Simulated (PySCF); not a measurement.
**Calculated properties of `F[C@@H]1C[SiH2]N[Si@@H]1F`**

C2H7F2NSi2.
SMILES with atom numbers: `[F:1][C@@H:2]1[CH2:3][SiH2:4][NH:5][Si@@H:6]1[F:7]` (hydrogens: H8 on C2; H9, H10 on C3; H11, H12 on Si4; H13 on N5; H14 on Si6)

Structural features include: C–F bond, Si–H bond and C–Si bond.

PBE0-D3(BJ)/def2-SVP geometry optimisation, gas phase (PySCF):

* Point group: C1
* Rotational constants A, B, C: 2.309, 1.654, 1.121 GHz

**CAM-B3LYP/def2-SVPD ground state, ΔSCF and vertical TDDFT (core frozen in the response) (PySCF)**

* Dipole moment: 3.28 D
* HOMO energy: -9.54 eV
* LUMO energy: 0.76 eV
* HOMO–LUMO gap: 10.30 eV
* Lowest singlet excitation: 6.85 eV (181 nm, f = 0.009)
* Strongest line among the 10 lowest singlet transitions: S9 at 8.48 eV (146 nm, f = 0.061)
* Lowest triplet excitation (Tamm–Dancoff): 6.48 eV
* Static isotropic polarisability: 77.9 au
* Vertical ionisation energy: 10.28 eV
* Electronic spatial extent ⟨r²⟩ about the centre of nuclear charge: 1065 bohr²

From PBE0/pcSseg-1 ground state and GIAO shieldings, non-relativistic (PySCF):

- Lowest Hirshfeld atomic charge: -0.32 e on N5
- Highest Hirshfeld atomic charge: +0.45 e on Si6
- 13C chemical shifts (computed TMS as zero) by class: 85.0 (C2), 14.5 (C3) ppm
- 1H chemical shifts (computed TMS as zero) by class: 5.10 (H14), 4.97 (H11), 4.76 (H12), 4.45 (H8), 1.75 (H9), 1.62 (H10), 1.13 (H13) ppm
- Isotropic shieldings of nuclei other than C and H, by class: 227 (N5), 333 (F7), 418 (F1), 366 (Si6), 378 (Si4) ppm
- Mayer bond orders between heavy atoms: F1–C2 0.86, C2–C3 1.02, C3–Si4 0.91, Si4–N5 0.94, N5–Si6 1.01, Si6–F7 0.95, Si6–C2 0.87

**delta-SCF UKS SCAN, pcX-2 on the ionised atom, pcseg-1 elsewhere, spin-free X2C; 2p3/2 from a spin–orbit splitting computed afterwards within the 2p shell (PySCF)**

- Core binding energies: Si2p3/2 107.3 (Si4), Si2p3/2 107.9 (Si6), C1s 290.6 (C3), C1s 292.6 (C2), N1s 404.6 (N5), F1s 692.0 (F7), F1s 692.1 (F1), Si1s 1847.1 (Si4), Si1s 1847.9 (Si6) eV

Monoisotopic mass (most abundant isotopes): 139.0085 u.

S1 lies 3.45 eV below the HOMO–LUMO gap; its leading configuration is HOMO→LUMO, weight 0.94. The ΔSCF ionisation energy exceeds −ε(HOMO) by 0.74 eV with CAM-B3LYP. The rotational constants make it an asymmetric top with κ = (2B − A − C)/(A − C) = -0.10, nearer the prolate limit (−1). The largest Löwdin shares of the HOMO are 0.53 on N5, 0.15 on Si4, 0.08 on H12 and 0.07 on H11. In atomic units the dipole is 1.29 e·bohr (1 au = 2.5417 D). No computed singlet falls in the visible range (750 to 380 nm, 1.65 to 3.26 eV); S1 lies 3.59 eV above its blue end. The vertical singlet–triplet gap S1 − T1 is 0.37 eV (TDDFT singlet less Tamm–Dancoff triplet; S1: HOMO→LUMO, weight 0.94; T1: HOMO→LUMO, weight 0.90). The principal polarisabilities are 68.4, 77.6 and 87.7 au; their mean is the isotropic value.

For the geometry optimisation (PBE0-D3(BJ)/def2-SVP), time: 68 s. Hardware: one thread, Arm Neoverse V1, no GPU (shared host).

One conformer stands for the species.
